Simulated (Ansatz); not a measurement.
Cost and result for the atomization energy of CH5FSiZn (`[F][Zn][CH2][SiH3]`) (9 atoms, 8 bonds).

| atom | x (Å) | y (Å) | z (Å) |
| --- | --- | --- | --- |
| F1 | 0.877 | -2.574 | 2.376 |
| Zn2 | 0.355 | -1.625 | 0.999 |
| C3 | -0.218 | -0.594 | -0.510 |
| Si4 | -0.069 | 1.247 | -0.255 |
| H5 | 0.380 | -0.903 | -1.373 |
| H6 | -1.259 | -0.860 | -0.720 |
| H7 | -0.886 | 1.676 | 0.914 |
| H8 | -0.528 | 2.015 | -1.446 |
| H9 | 1.348 | 1.619 | 0.015 |

The species carries charge 0 and has multiplicity 1. For Zn the d shell is correlated and the shells below it are frozen. Scalar relativity is left out up to krypton. Geometry: relaxed with PBE0-D4/def2-TZVP. It is one conformer, not always the lowest. Program: Ansatz. All runs use 4 threads of an Arm Neoverse V2 on a shared host. Times are those of one run each, without the atoms' runs, and a repeat can differ threefold. Electronic energies, without spin–orbit coupling; frozen cores. CCSD(T)/CBS adds CCSD(T) − MP2 in def2-TZVPP to the MP2 limit, and its time is that of the two runs behind it. T1 = 0.015. With those shells the extrapolation isn't a true limit. B3LYP takes the VWN-RPA correlation (the form of Gaussian; ORCA's B3LYP/G).

CCSD(T)/CBS is a level of theory with its own doubt, some kJ/mol a heavy atom from the limit and from the frozen cores, so smaller differences don't rank the functionals.

| level | functions | wall time | atomization (kcal/mol) | difference from CCSD(T)/CBS | per bond |
| --- | --- | --- | --- | --- | --- |
| PBE-D4/def2-TZVPP (with forces) | 238 | 2 s | 668.3 | -0.5 | -0.1 |
| PBE0-D4/def2-TZVPP | 238 | 2.5 s | 661.3 | -7.5 | -0.9 |
| r2SCAN-D4/def2-TZVPP (with forces) | 238 | 3.8 s | 670.4 | 1.6 | 0.2 |
| B3LYP-D4/def2-TZVPP (with forces) | 238 | 4.1 s | 660.8 | -8.0 | -1.0 |
| B2PLYP/def2-TZVPP | 238 | 4.2 s | 657.5 | -11.3 | -1.4 |
| ωB97X-V/def2-TZVPP | 238 | 6.5 s | 672.0 | 3.2 | 0.4 |
| ωB97M-V/def2-TZVPP (with forces) | 238 | 9.5 s | 667.1 | -1.7 | -0.2 |
| MP2/def2-QZVPP | 434 | 14 s | 672.7 | 3.9 | 0.5 |
| CCSD(T)/def2-TZVPP | 238 | 100 s | 651.2 | -17.6 | -2.2 |
| CCSD(T)/CBS(def2) | – | 110 s | 668.8 | 0.0 | 0.0 |

From PBE to PBE0 (25 % exact exchange), in def2-TZVPP and without D4, the atomization energy moves by −6.4 kcal/mol: exact exchange takes away binding that semilocal exchange gives to molecules. The D4 term adds +6.2 kcal/mol with B3LYP and +3.2 kcal/mol with PBE0; it sums over pairs of atoms, weighted by their polarisabilities, and B3LYP, whose exchange is more repulsive, gets the larger term. In def2-TZVPP, CCSD(T) changes the Hartree–Fock value by +153.8 kcal/mol (the triples alone add +8.0 kcal/mol) and MP2 by +164.1 kcal/mol; breaking electron pairs costs correlation energy, which Hartree–Fock lacks.
